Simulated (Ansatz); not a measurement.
## Worked example: SbH2Cl + C4H9Cl → SbH3 + C4H8Cl2

Species: SbH2Cl `[Cl][SbH2]`, singlet; C4H9Cl `CCCCCl`, singlet; SbH3 (stibine) `[SbH3]`, singlet; C4H8Cl2 (1,4-dichlorobutane) `ClCCCCCl`, singlet. The partners trade Cl for H: Sb–Cl and C–H bonds give way to Sb–H and C–Cl.

Shapes, held fixed at every level: PBE0-D4/def2-TZVP. Flexible molecules stand in one conformer, not always the lowest. Programs: Ansatz 0.2.0. The zero-point and thermal change to 298 K, harmonic and unscaled (PBE0-D4/def2-TZVP), is -8.6 kJ/mol.

At CCSD(T)/def2-TZVPP; 1 Eh = 2625.50 kJ/mol:

```
species   energy (Eh)
 SbH2Cl   -700.538496
 C4H9Cl   -617.284943
   SbH3   -241.368975
C4H8Cl2  -1076.414066
```

Problem. Work out ΔH(298 K) of the reaction at this level.

Solution. 
1. Products less reactants: (-241.368975) + (-1076.414066) − [(-700.538496) + (-617.284943)] = 0.040398 Eh = +106.1 kJ/mol.
2. With the thermal change: +106.1 + (-8.6) = +97.5 kJ/mol.

Other levels give +90.6 (CCSD(T)/def2-SVP) to +109.3 kJ/mol (B3LYP-D4/def2-TZVPP). No measured value is set beside it here. For atoms past krypton def2 sets carry core potentials with scalar relativity. Outer-core shells of Sb are correlated in most correlated rows, in sets that cover them unevenly.
